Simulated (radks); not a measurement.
Results of a calculation; reference values are marked as such.
Species: the barium ion Ba4+. Configuration: [Kr] 4d10 5s2 5p4. Level of theory: scalar-relativistic Kohn-Sham, LDA (Slater exchange, Perdew-Zunger correlation), spin-polarised, spherical densities, finite nucleus; open shells are filled with parallel spins first (spin-orbit coupling, left out, can overturn this in heavy ions); Fermi nuclear charge, rms radius 4.8378 fm (a radial shooting solver on a logarithmic mesh with Libxc functionals).

Local quantities along the radius. ELF = 1/(1 + alpha^2) is the electron localisation function; alpha = (tau - tau_W)/tau_unif compares the Pauli kinetic energy density with that of the uniform gas (summed over spins). tau is taken from the large components.

r (bohr),ELF,alpha
0.001023,0.999,0.02379
0.001354,0.999,0.02404
0.001792,0.999,0.02495
0.002371,0.999,0.02674
0.003112,0.999,0.02969
0.004117,0.999,0.03467
0.005447,0.998,0.04297
0.00715,0.997,0.05682
0.009461,0.993,0.08304
0.01252,0.982,0.1360
0.01656,0.940,0.2535
0.02174,0.790,0.5160
0.02876,0.478,1.045
0.03806,0.321,1.454
0.05036,0.462,1.079
0.0661,0.696,0.6603
0.08746,0.732,0.6048
0.1157,0.485,1.030
0.1531,0.338,1.399
0.201,0.609,0.8008
0.2659,0.759,0.5634
0.3518,0.445,1.117
0.4618,0.226,1.853
0.611,0.707,0.6430
0.8085,0.709,0.6413
1.07,0.348,1.367
1.404,0.398,1.229
1.858,0.764,0.5561
2.458,0.682,0.6828
3.252,0.183,2.115
4.269,0.006,13.35
5.648,0.000,217.1

On this mesh the ELF has minima near r = 0.038, 0.15, 0.40, 1.2 bohr, which separate the shells, and maxima near 0.076 (0.75), 0.27 (0.76), 0.71 (0.77), 2.1 (0.78).
